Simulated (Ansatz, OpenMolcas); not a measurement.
# Abstraction of F: NO2F + GeH3 → NO2 + GeH3F

Species: NO2F (nitryl fluoride) `O=[N+]([O-])F`, singlet; GeH3 `[GeH3]`, doublet; NO2 (nitrogen dioxide) `[O]N=O`, doublet; GeH3F (fluorogermane) `[F][GeH3]`, singlet. A radical takes F: the energy is the difference in strength between the N–F bond broken and the Ge–F bond made.

Shapes, held fixed at every level: PBE0-D4/def2-TZVP. Programs: Ansatz 0.2.0, OpenMolcas 26.06. The zero-point and thermal change to 298 K, harmonic and unscaled (PBE0-D4/def2-TZVP), is +0.6 kJ/mol.

| level | kind | ΔH(298 K) (kJ/mol) |
| --- | --- | --- |
| MP2/STO-3G | perturbation theory | -216.1 |
| SVWN5/STO-3G | LDA | -259.4 |
| PBE/STO-3G | GGA | -279.0 |
| HSE06/STO-3G | range-separated hybrid | -295.9 |
| CCSD/STO-3G | coupled cluster or CI | -315.2 |
| CCSDTQ/STO-3G | coupled cluster or CI | -317.1 |
| B3LYP/6-31G* (spherical functions) | global hybrid | -272.7 |

B3LYP/6-31G* (spherical functions) gives ΔH(298 K) = -272.7 kJ/mol; the levels span -317.1 to -216.1. The median of the levels is -279.0. No measured value is set beside it here. T1 is large for NO2 (0.086), so single-reference values are less sure there. Spin contamination: NO2 (⟨S²⟩ up to 1.18). Open shells run unrestricted. Relativity is left out for Ge. Outer-core shells of Ge are correlated, in sets that cover them unevenly. Rows in sets without polarisation functions are far from converged.
